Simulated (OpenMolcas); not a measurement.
Mo2+ in a point-charge field

Mo2+ among 5 point charges of -1 e arranged as a square pyramid (C4v), 2.17 Å from the ion, with the axial distance 2.235 Å.
```
   2.1700    0.0000    0.0000  -1.00
   0.0000    2.1700    0.0000  -1.00
  -2.1700    0.0000    0.0000  -1.00
   0.0000   -2.1700    0.0000  -1.00
   0.0000    0.0000    2.2351  -1.00
```

```
Program             : OpenMolcas 26.06
Method              : CASSCF
Basis               : ANO-RCC-VDZP [6s5p3d1f]
Scalar Hamiltonian  : DKH2, point nucleus
Active space        : 4 electrons in 5 orbitals (4d)
State averaging     : 2S+1 = 5 even, 5 roots; 2S+1 = 3 even, 45 roots; 2S+1 = 1 even, 50 roots
Spin-orbit coupling : RASSI with atomic mean-field integrals over the reference wave functions
```

The lowest spin-free states, above the lowest:

```json
{"State": "2S+1 = 5", "Degeneracy": "1", "E (cm-1)": "0.0", "Free-ion L (%)": "D (100)"}
{"State": "2S+1 = 5", "Degeneracy": "1", "E (cm-1)": "5993", "Free-ion L (%)": "D (100)"}
{"State": "2S+1 = 5", "Degeneracy": "2", "E (cm-1)": "11405", "Free-ion L (%)": "D (100)"}
{"State": "2S+1 = 5", "Degeneracy": "1", "E (cm-1)": "12841", "Free-ion L (%)": "D (100)"}
{"State": "2S+1 = 3", "Degeneracy": "1", "E (cm-1)": "15731", "Free-ion L (%)": "G (48)"}
{"State": "2S+1 = 3", "Degeneracy": "1", "E (cm-1)": "16828", "Free-ion L (%)": "H (64)"}
{"State": "2S+1 = 3", "Degeneracy": "2", "E (cm-1)": "16964", "Free-ion L (%)": "H (60)"}
{"State": "2S+1 = 3", "Degeneracy": "1", "E (cm-1)": "17843", "Free-ion L (%)": "F (53)"}
{"State": "2S+1 = 3", "Degeneracy": "1", "E (cm-1)": "18065", "Free-ion L (%)": "H (47)"}
{"State": "2S+1 = 3", "Degeneracy": "2", "E (cm-1)": "18663", "Free-ion L (%)": "F (36)"}
{"State": "2S+1 = 3", "Degeneracy": "2", "E (cm-1)": "20305", "Free-ion L (%)": "P (50)"}
{"State": "2S+1 = 3", "Degeneracy": "1", "E (cm-1)": "21392", "Free-ion L (%)": "H (52)"}
{"State": "2S+1 = 3", "Degeneracy": "1", "E (cm-1)": "22247", "Free-ion L (%)": "H (50)"}
{"State": "2S+1 = 3", "Degeneracy": "2", "E (cm-1)": "22880", "Free-ion L (%)": "H (81)"}
{"State": "2S+1 = 3", "Degeneracy": "1", "E (cm-1)": "23020", "Free-ion L (%)": "F (66)"}
{"State": "2S+1 = 1", "Degeneracy": "1", "E (cm-1)": "23025", "Free-ion L (%)": "I (54)"}
{"State": "2S+1 = 3", "Degeneracy": "1", "E (cm-1)": "23302", "Free-ion L (%)": "P (60)"}
{"State": "2S+1 = 1", "Degeneracy": "1", "E (cm-1)": "23323", "Free-ion L (%)": "I (87)"}
{"State": "2S+1 = 1", "Degeneracy": "2", "E (cm-1)": "23388", "Free-ion L (%)": "I (87)"}
{"State": "2S+1 = 1", "Degeneracy": "1", "E (cm-1)": "24085", "Free-ion L (%)": "I (36)"}
```

The lowest levels with spin-orbit coupling:

| E (cm-1) | Degeneracy | 2S+1 | g |
| --- | --- | --- | --- |
| 0.0 | 1 | 5 |  |
| 1.0 | 1 | 5 |  |
| 82.5 | 2 | 5 | 0.00 0.00 3.48 |
| 110.2 | 1 | 5 |  |
| 6061 | 1 | 5 |  |
| 6091 | 2 | 5 | 0.00 0.00 4.51 |
| 6180 | 1 | 5 |  |
| 6181 | 1 | 5 |  |
| 11017 | 2 | 5 | 0.00 0.00 5.41 |
| 11021 | 1 | 5 |  |
| 11330 | 1 | 5 |  |
| 11392 | 2 | 5 | 0.00 0.00 2.64 |
| 11562 | 1 | 5 |  |
| 11570 | 1 | 5 |  |
| 11872 | 2 | 5 | 0.00 0.00 9.98 |
| 13014 | 1 | 5 |  |
| 13017 | 1 | 5 |  |
| 13084 | 2 | 5 | 0.00 0.00 3.90 |
| 13103 | 1 | 5 |  |
| 15773 | 2 | 3 | 0.00 0.00 3.17 |

Electric-dipole absorption from the lowest level at this geometry, strongest bands:

| E (cm-1) | λ (nm) | f |
| --- | --- | --- |
| 11017 | 908 | 2.58e-05 |
| 11392 | 878 | 4.50e-06 |
| 11872 | 842 | 1.76e-05 |
| 15773 | 634 | 1.09e-05 |
| 16736 | 598 | 2.57e-05 |
| 16769 | 596 | 3.82e-06 |
| 17154 | 583 | 2.87e-05 |
| 18129 | 552 | 6.36e-06 |
| 18670 | 536 | 1.65e-06 |
| 19592 | 510 | 6.35e-06 |
| 25285 | 395 | 1.09e-06 |
| 25732 | 389 | 1.36e-06 |

Powder χT (cm3 K/mol): 1.5 at 2 K, 1.69 at 10 K, 2.24 at 50 K, 2.5 at 100 K, 2.64 at 200 K, 2.69 at 300 K. The effective moment at 300 K is 2.828 √(χT) = 4.63 μB.

The lowest level has 2S+1 = 5, for which the spin-only value is χT = S(S+1) / 2 = 3.000 cm3 K/mol (g = 2). The computed 2.685 at 300 K differs by -0.315, through orbital momentum, spin-orbit coupling and any other state in reach.

Without dynamic correlation the repulsion within the d shell is too large (B by tens of per cent), so at a given field states of lower spin stand too high. Point charges give a weaker field than real ligands, and real ions of this kind are as a rule low spin; the high spin found here belongs to the model. Point charges carry no covalency, so the field is a model and not that of real ligands. An unlabelled pair can be two single states that coincide in this model. No measured value stands beside these numbers.

The RASSCF and RASSI steps took 28 s on 1 thread of Arm Neoverse V1, on a shared host; the integral step is not counted.

A state without a sure symmetry label is named by its multiplicity alone. With an even number of electrons the g values are those of a degenerate or nearly degenerate non-Kramers pair.
